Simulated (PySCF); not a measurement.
Al(GeH3)(H)(OH) (AlGeH₅O), SMILES [OH][AlH][GeH3]. Geometry optimised at B3LYP-D3(BJ)/def2-SVP. One conformer was computed; it need not be the lowest.

Computed equilibrium geometry at B3LYP-D3(BJ)/def2-SVP (PySCF confirms it by a frequency run) as a Z-matrix (one conformer of several):
```
Al
O 1 1.7091
H 2 0.9623 1 126.07
H 1 1.5881 2 119.05 3 -0.01
Ge 1 2.4681 4 124.92 2 -179.93
H 5 1.5449 1 113.09 4 -178.55
H 5 1.5490 6 107.09 1 -123.46
H 5 1.5490 6 107.06 7 -113.19
```
